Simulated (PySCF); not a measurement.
# Reading the logs of faulty runs: ClH4NSi

These are calculations, not measurements. They come from PySCF 2.14.0, an open-source quantum chemistry program, on an isolated molecule that a program drew, which may never have been made. The molecule is ClH4NSi (charge 0, singlet), drawn as the SMILES string `N[SiH2]Cl`.

Each row is a Hartree-Fock (HF) and frozen-core CCSD(T) single point in the cc-pV(D+d)Z basis, meant for a local HF minimum. Run 1 is clean. Each other run has one planted mistake out of seven kinds, and not every kind appears here: one electron removed, one electron added, multiplicity raised by two, geometry at a saddle point, minimal basis STO-3G, one bond length entered in bohr, all coordinates scaled. The reference is restricted for singlets and unrestricted otherwise, and also for a bond in bohr. Adding or removing an electron swaps singlet and doublet. Electrons count all cores. HOMO and LUMO are orbital energies over both spins, the gradient is its largest component, and the lowest frequency (negative if imaginary) is given only where the gradient is small. Bond lengths are over the 6 bonds as drawn. T1 is the CCSD diagnostic: over 0.02 (restricted) or 0.045 (unrestricted) a single reference is doubtful.

Geometry of the clean run:
```xyz
7
ClH4NSi, angstrom
N     2.2629   -0.0343    0.4845
Si    2.2133    1.5959    0.9705
Cl    1.9652    2.9552   -0.5973
H     1.4263   -0.4788    0.1539
H     3.0608   -0.3782   -0.0173
H     3.4927    1.9473    1.6012
H     1.0588    1.7972    1.8563
```

| run | electrons | basis functions | <S^2> | HOMO (eV) | LUMO (eV) | gradient (hartree/bohr) | lowest frequency (cm^-1) | mean bond (Å) | longest bond (Å) | T1 | HF (hartree) | CCSD(T) (hartree) | mistake |
|---|---|---|---|---|---|---|---|---|---|---|---|---|---|
| 1 | 42 | 80 | 0.000 | -11.46 | 4.24 | 3.0e-05 | 246 | 1.4561 | 2.090 | 0.0095 | -805.30600 | -805.76596 | no fault |
| 2 | 43 | 80 | 0.757 | 3.60 | 9.75 | 2.4e-02 | - | 1.4561 | 2.090 | 0.0143 | -805.16156 | -805.64581 | one electron added |
| 3 | 42 | 27 | 0.000 | -9.16 | 9.67 | 3.3e-02 | - | 1.4561 | 2.090 | 0.0081 | -796.32072 | -796.43540 | minimal basis STO-3G |
| 4 | 42 | 80 | 2.008 | -3.06 | -0.65 | 9.2e-02 | - | 1.4561 | 2.090 | 0.0217 | -805.06429 | -805.50766 | multiplicity raised by two |
| 5 | 41 | 80 | 0.761 | -17.16 | -7.32 | 1.2e-01 | - | 1.4561 | 2.090 | 0.0296 | -804.96590 | -805.39177 | ? |
| 6 | 42 | 80 | 0.000 | -11.62 | 4.57 | 5.9e-02 | - | 1.3687 | 1.964 | 0.0084 | -805.27731 | -805.73189 | ? |

**Which mistake was planted in run 5, and what did it cost?**

It counts 41 electrons, one fewer than the clean run, at the same geometry and basis. So the mistake is: one electron removed. Subtracting run 1 and multiplying by 627.51 kcal/mol a hartree, the energy moved by 213.4 kcal/mol in HF and 234.8 kcal/mol in CCSD(T).

**Which mistake was planted in run 6, and what did it cost?**

The mean and the longest bond both change by the same factor, 0.940, and the gradient is no longer small. So the mistake is: all coordinates scaled. Subtracting run 1 and multiplying by 627.51 kcal/mol a hartree, the energy moved by 18.0 kcal/mol in HF and 21.4 kcal/mol in CCSD(T).

Cautions from the logs. Run 2: the HOMO is above zero, so the electron isn't bound and the energy depends on the basis.
